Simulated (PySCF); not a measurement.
# Telling isomers of C₅H₇NO₂ apart by NMR

- GFN2-xTB geometry
- GIAO PBE0/pcSseg-1 shieldings
- program: PySCF
- no relativistic terms, one conformer, averaged over atoms made equivalent by symmetry, fast rotation or ring inversion, no solvent model

Shifts are taken against calculated references (same method and geometry level): TMS for ¹H (σ = 31.72 ppm) and ¹³C (σ = 186.93 ppm). Where no couplings were computed, multiplicities follow the n + 1 count of equivalent neighbours, and m marks all less simple cases (inequivalent or close neighbours, rings, F or P nearby). Acid and N–H amide carbonyl carbons lie up to 10 ppm further downfield in solution (hydrogen bonding). Shifts are as computed. Against solution values, carbons near 30 ppm lie about +3 ppm off and those near 130 ppm about +5 ppm (rms about the fit 2.1 ppm; single classes can miss by 10 ppm). Of 1328 compounds with measured shifts, 309 miss one by over three times the rms of a fit or turn the order of signals round; such compounds aren't used in these exercises. Signals without a measured value on file couldn't be tested in this way; 1H shifts scatter by 0.2 ppm about their fit, and single ones miss by 0.5 ppm. OH and NH positions are gas-phase values without hydrogen bonding to other molecules.

(1) Tabulate the signals of `COCc1cnoc1`, `O=CNC1=CCOC1` and their relative energies.

(2) What is the quickest way to tell COCc1cnoc1 from O=CNC1=CCOC1?

## Answers

(1) 
| SMILES | carbon types | δC | δH | E rel. (kcal/mol) |
| --- | --- | --- | --- | --- |
| COCc1cnoc1 | 1×C 2×CH 1×CH2 1×CH3 | 166.3, 155.8, 124.3, 65.8, 57.7 | 8.71 (m, 1H), 8.25 (m, 1H), 4.55 (s, 2H), 3.32 (s, 3H) | 35.0 |
| O=CNC1=CCOC1 | 1×C 2×CH 2×CH2 | 157.8, 143.6, 106.5, 79.6, 78.7 | 8.01 (d, 1H), 6.33 (br, 1H), 5.59 (s, 2H), 5.08 (m, 2H), 4.92 (m, 1H) | 0.0 |

Energies are electronic energies at PBE0/pcSseg-1 on these geometries, without zero-point or thermal terms, each for the one conformer computed, which needn't be the lowest.

(2) Both give the same number of carbon signals, but DEPT or the intensities differ. The first has a methyl carbon bonded to O (CH3) at 57.7 ppm, the second a β carbon of an enol-ether or enamine type C=C (CH) at 106.5 ppm. Their most deshielded carbons lie at 166.3 and 157.8 ppm. In the proton spectra the most deshielded non-exchanging signals are 8.71 (m, 1H) and 8.01 (d, 1H).
